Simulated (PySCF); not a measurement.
iridium atom (Ir), quartet (core potentials on Ir); HF/def2-SVP run with PySCF.

The PySCF input:
```python
from pyscf import gto, scf

mol = gto.M(
    atom='''
Ir    0.000000    0.000000    0.000000
''',
    basis='def2-svp',
    ecp={'Ir': 'def2-svp'},
    charge=0,
    spin=3,
    verbose=4,
)

mf = scf.UHF(mol)
mf.kernel()
```

Output, abridged:

```
PySCF version 2.14.0

[INPUT] verbose = 4
[INPUT] num. atoms = 1
[INPUT] num. electrons = 17
[INPUT] charge = 0
[INPUT] spin (= nelec alpha-beta = 2S) = 3
[INPUT] symmetry False subgroup None
[INPUT] Mole.unit = angstrom
[INPUT] Symbol           X                Y                Z      unit          X                Y                Z       unit  Magmom
[...]
nuclear repulsion = 0
number of shells = 12
number of NR pGTOs = 57
number of NR cGTOs = 32
basis = def2-svp
ecp = {'Ir': 'def2-svp'}

******** <class 'pyscf.scf.uhf.UHF'> ********
method = UHF
initial guess = minao
damping factor = 0
level_shift factor = 0
DIIS = <class 'pyscf.scf.diis.CDIIS'>
diis_start_cycle = 1
diis_space = 8
diis_damp = 0
SCF conv_tol = 1e-09
SCF conv_tol_grad = None
SCF max_cycles = 50
direct_scf = True
direct_scf_tol = 1e-13
number electrons alpha = 10  beta = 7
Set gradient conv threshold to 3.16228e-05
init E= -91.2323979978269

cycle= 1 E= -103.338296993602  delta_E= -12.1  |g|= 0.477  |ddm|= 5.79
cycle= 2 E= -103.388054117391  delta_E= -0.0498  |g|= 0.188  |ddm|= 0.654
cycle= 3 E= -103.403060741284  delta_E= -0.015  |g|= 0.0374  |ddm|= 0.277
cycle= 4 E= -103.405157575283  delta_E= -0.0021  |g|= 0.022  |ddm|= 0.058
cycle= 5 E= -103.407307463391  delta_E= -0.00215  |g|= 0.022  |ddm|= 0.0581
cycle= 6 E= -103.404263749058  delta_E= 0.00304  |g|= 0.0216  |ddm|= 0.0825
cycle= 7 E= -103.389898031145  delta_E= 0.0144  |g|= 0.0468  |ddm|= 0.471
cycle= 8 E= -103.389318664083  delta_E= 0.000579  |g|= 0.0537  |ddm|= 0.0195
cycle= 9 E= -103.395768150231  delta_E= -0.00645  |g|= 0.0312  |ddm|= 0.268
cycle= 10 E= -103.389679498049  delta_E= 0.00609  |g|= 0.0141  |ddm|= 0.352
cycle= 11 E= -103.389995546055  delta_E= -0.000316  |g|= 0.0086  |ddm|= 0.0414
cycle= 12 E= -103.390251555727  delta_E= -0.000256  |g|= 0.00944  |ddm|= 0.0203
cycle= 13 E= -103.388975900824  delta_E= 0.00128  |g|= 0.00694  |ddm|= 0.117
cycle= 14 E= -103.388418743078  delta_E= 0.000557  |g|= 0.00555  |ddm|= 0.0954
cycle= 15 E= -103.388442187208  delta_E= -2.34e-05  |g|= 0.00337  |ddm|= 0.0245
cycle= 16 E= -103.388475667151  delta_E= -3.35e-05  |g|= 0.00338  |ddm|= 0.00885
cycle= 17 E= -103.388416916153  delta_E= 5.88e-05  |g|= 0.00316  |ddm|= 0.0141
cycle= 18 E= -103.388300575123  delta_E= 0.000116  |g|= 0.00284  |ddm|= 0.0339
cycle= 19 E= -103.388195115779  delta_E= 0.000105  |g|= 0.0024  |ddm|= 0.0345
cycle= 20 E= -103.388077553206  delta_E= 0.000118  |g|= 0.00192  |ddm|= 0.0516
cycle= 21 E= -103.388079997876  delta_E= -2.44e-06  |g|= 0.002  |ddm|= 0.00522
cycle= 22 E= -103.388024254706  delta_E= 5.57e-05  |g|= 0.00163  |ddm|= 0.0261
cycle= 23 E= -103.387948065174  delta_E= 7.62e-05  |g|= 0.000949  |ddm|= 0.0765
cycle= 24 E= -103.387952077861  delta_E= -4.01e-06  |g|= 0.000849  |ddm|= 0.00668
cycle= 25 E= -103.387950121492  delta_E= 1.96e-06  |g|= 0.000613  |ddm|= 0.0077
cycle= 26 E= -103.38795018832  delta_E= -6.68e-08  |g|= 0.000651  |ddm|= 0.00194
cycle= 27 E= -103.387949841007  delta_E= 3.47e-07  |g|= 0.000659  |ddm|= 0.000838
cycle= 28 E= -103.387949634126  delta_E= 2.07e-07  |g|= 0.000661  |ddm|= 0.00159
cycle= 29 E= -103.387949872221  delta_E= -2.38e-07  |g|= 0.000593  |ddm|= 0.00319
cycle= 30 E= -103.387949034522  delta_E= 8.38e-07  |g|= 0.000499  |ddm|= 0.00575
cycle= 31 E= -103.387947536895  delta_E= 1.5e-06  |g|= 0.000425  |ddm|= 0.00457
cycle= 32 E= -103.387946125181  delta_E= 1.41e-06  |g|= 0.000395  |ddm|= 0.00631
cycle= 33 E= -103.387944672403  delta_E= 1.45e-06  |g|= 0.000367  |ddm|= 0.00419
cycle= 34 E= -103.387942126338  delta_E= 2.55e-06  |g|= 0.000325  |ddm|= 0.00721
cycle= 35 E= -103.38794080411  delta_E= 1.32e-06  |g|= 0.000302  |ddm|= 0.0054
cycle= 36 E= -103.387941170321  delta_E= -3.66e-07  |g|= 0.000298  |ddm|= 0.00163
cycle= 37 E= -103.387942354616  delta_E= -1.18e-06  |g|= 0.000295  |ddm|= 0.00348
cycle= 38 E= -103.387942852612  delta_E= -4.98e-07  |g|= 0.000296  |ddm|= 0.00162
cycle= 39 E= -103.387942892901  delta_E= -4.03e-08  |g|= 0.000294  |ddm|= 0.000491
cycle= 40 E= -103.38794353452  delta_E= -6.42e-07  |g|= 0.000291  |ddm|= 0.00217
cycle= 41 E= -103.387943561742  delta_E= -2.72e-08  |g|= 0.000289  |ddm|= 0.000856
cycle= 42 E= -103.387943539725  delta_E= 2.2e-08  |g|= 0.000289  |ddm|= 7.79e-05
cycle= 43 E= -103.387943715503  delta_E= -1.76e-07  |g|= 0.000289  |ddm|= 0.000572
cycle= 44 E= -103.387944052257  delta_E= -3.37e-07  |g|= 0.00029  |ddm|= 0.0021
cycle= 45 E= -103.387944413294  delta_E= -3.61e-07  |g|= 0.000287  |ddm|= 0.00152
cycle= 46 E= -103.387944050267  delta_E= 3.63e-07  |g|= 0.000287  |ddm|= 0.0011
cycle= 47 E= -103.387944068474  delta_E= -1.82e-08  |g|= 0.000289  |ddm|= 0.000212
cycle= 48 E= -103.387944909176  delta_E= -8.41e-07  |g|= 0.000274  |ddm|= 0.00339
cycle= 49 E= -103.387947903704  delta_E= -2.99e-06  |g|= 0.000243  |ddm|= 0.0137
cycle= 50 E= -103.387948682141  delta_E= -7.78e-07  |g|= 0.000239  |ddm|= 0.00491
SCF not converged.
SCF energy = -103.387948682141 after 50 cycles  <S^2> = 3.7529288  2S+1 = 4.0014641
```

The run did not converge; its last values are not results.
